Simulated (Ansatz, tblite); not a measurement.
Removing and adding an electron: Nb₃O₅ (the lowest doublet isomer of a short search). Total charge 0; doublet. Geometry: PBE0-D4/def2-SVP. Ansatz, gas phase; energy differences of separate SCF runs; the oxidised species is a singlet (the triplet lies 0.60 eV higher at PBE0-D4/def2-TZVP); the reduced species is a triplet (the singlet lies 0.18 eV higher at PBE0-D4/def2-TZVPD).

| atom | x (Å) | y (Å) | z (Å) |
| --- | --- | --- | --- |
| Nb1 | 0.512 | 1.056 | -1.058 |
| Nb2 | 0.562 | -1.586 | -0.057 |
| Nb3 | -1.882 | -0.356 | 0.191 |
| O4 | 1.278 | -1.649 | 1.471 |
| O5 | -1.832 | -0.099 | 1.854 |
| O6 | -1.401 | 1.159 | -0.895 |
| O7 | 1.388 | -0.575 | -1.520 |
| O8 | 1.375 | 2.048 | 0.015 |

In the def2 sets Nb takes a core potential; there is no spin–orbit coupling. The xTB rows come from tblite. HOMO above LUMO, or a gap near zero within one spin, warns that the state may not be the lowest or that an electron is smeared out. The structure comes from a short search, and lower isomers may exist.

```tsv
level	−HOMO (eV)	vertical IE (eV)	−LUMO (eV)	vertical EA (eV)	HOMO–LUMO gap (eV)	IE − EA (eV)	remarks
GFN1-xTB	–	11.55	–	6.58	–	4.97	–
GFN2-xTB	–	15.77	–	9.54	–	6.23	–
PBE-D4/def2-TZVP	4.69	6.97	3.85	–	0.84	–	–
PBE-D4/def2-TZVPD	4.69	–	3.85	1.90	0.84	–	HOMO above zero (-1 triplet), gap within one spin near zero (-1 triplet)
r2SCAN-D4/def2-TZVP	4.91	7.03	3.67	–	1.24	–	–
r2SCAN-D4/def2-TZVPD	4.90	–	3.65	2.01	1.25	–	spin-contaminated (⟨S²⟩ 2.21) (-1 triplet)
PBE0-D4/def2-TZVP	5.56	7.05	3.14	–	2.42	–	–
PBE0-D4/def2-TZVPD	5.55	–	3.13	2.08	2.42	–	spin-contaminated (⟨S²⟩ 2.20) (-1 triplet)
```

   A HOMO above zero means that the electron is unbound at that level or that self-interaction error raises the level; the energy of removing that electron tells which. HOMO and LUMO are the levels of the spin that leaves or enters (xTB has no such levels and no spin-polarisation term). Other spin states of the ions may lie lower, which would lower the ionisation energy or raise the affinity. Raw xTB energy differences between charge states are shifted by several eV; the methods need an empirical correction for them.
